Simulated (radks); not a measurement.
Excited configurations of Tb60+: one electron is placed in a higher orbital outside [He] 2s2. The ground configuration is [He] 2s2 2p1. All-electron calculation, scalar-relativistic Kohn-Sham, BLYP, spin-unpolarised, spherical densities, finite nucleus; Fermi nuclear charge, rms radius 5.06 fm. Program: a radial shooting solver on a logarithmic mesh with Libxc functionals. Excitation = E - E(ground); binding = E(ion) - E, where the ion is the core of charge +61; n* = 61/sqrt(2 binding) in atomic units. These energies are relativistic, and a one-electron ion of charge +61 with no core already has n* below n in this formula (scalar-relativistic equation, point nucleus: 3s 2.921, 4d 3.979, 4f 3.990, 7p 6.944, 7f 6.982).

outer orbital,excitation (eV),binding (eV),n*,<r> (bohr)
3s,7298.8,6125.2,2.875,0.2030
4d,10204.4,3219.7,3.965,0.3372
4f,10245.5,3178.5,3.991,0.2924
7p,12370.4,1053.6,6.932,1.166
7f,12387.5,1036.5,6.989,1.100

The Delta-SCF ionisation energy is 13424.0 eV (NIST Atomic Spectra Database: 14003 eV, theoretical). Self-interaction in the functional shifts the binding energies and quantum defects, so they are the method's values and not measured ones. Spin polarisation and multiplet splitting are left out, so open shells lie too high by an amount that depends on their filling. Spin-orbit splitting is averaged out at the scalar-relativistic level.

Beside tabulated values, note that spin-unpolarised runs miss the spin-polarisation part of the exchange energy of open shells.
